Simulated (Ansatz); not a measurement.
Harmonic frequencies (cm⁻¹) at PBE0-D4/def2-TZVP from Ansatz: 59, 59, 84, 84, 84, 220, 283, 283, 283.

**Question.** Which molecule is it?
A. `[F][SnH2][F]`
B. `[Br][Sn]([Br])([Br])[Br]`
C. `C#[C][Sn]([Cl])([Cl])[Cl]`
D. `[SH][SnH3]`

**Answer.** B.
